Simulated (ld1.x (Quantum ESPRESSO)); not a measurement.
# Cutoff test, Cl (Z = 17), ultrasoft

Cl, ultrasoft, made with ld1.x (Quantum ESPRESSO) 7.5 (PW91, scalar-relativistic). Core [Ne], reference 3s2 3p5. Waves: 3s (bound): rcut 0.85, rcutus 1.10 bohr; 3s channel at 3.5 Ry: rcut 0.85, rcutus 1.10 bohr; 3p (bound): rcut 0.75, rcutus 1.05 bohr; 3p channel at 3.15 Ry: rcut 0.75, rcutus 1.05 bohr. Local part: all-electron potential smoothed inside 1.00 bohr (lloc = -2). Core correction: none. Augmentation charge: built from norm-conserving waves at rcut, not smoothed further.

The pseudo-atom Hamiltonian at the reference potential is diagonalised in spherical Bessel functions j_l(qr) that vanish at 20 bohr, with q² up to the cutoff. All-electron valence levels (Ry): 3s -1.5244, 3p -0.6356.

**Question.** How do the lowest levels (Ry) of each channel move with the cutoff, and are there ghosts?

**Answer.**

| cutoff (Ry) | s #1 | p #1 | d #1 | f #1 | f #2 | Σ f·Δε (mRy) |
| --- | --- | --- | --- | --- | --- | --- |
| 8 | -1.3732 | -0.5776 | 0.0782 | 0.1213 | 0.2615 | 593.5 |
| 12 | -1.4210 | -0.6201 | 0.0781 | 0.1213 | 0.2615 | 285.4 |
| 21 | -1.4991 | -0.6245 | 0.0780 | 0.1213 | 0.2615 | 107.3 |
| 30 | -1.5199 | -0.6296 | 0.0780 | 0.1213 | 0.2615 | 40.2 |
| 45 | -1.5237 | -0.6348 | 0.0780 | 0.1213 | 0.2615 | 6.2 |
| 55 | -1.5240 | -0.6355 | 0.0780 | 0.1213 | 0.2615 | 2.5 |
| 80 | -1.5244 | -0.6356 | 0.0780 | 0.1213 | 0.2615 | 1.0 |
| 100 | -1.5244 | -0.6357 | 0.0780 | 0.1213 | 0.2615 | 0.4 |
| 400 | -1.5245 | -0.6358 | 0.0780 | 0.1213 | 0.2615 | 0.0 |

Result: no extra level below or beside the all-electron valence levels (s, p, d, f tested); 10 mRy is reached at 45 Ry and 1 mRy at 80 Ry.
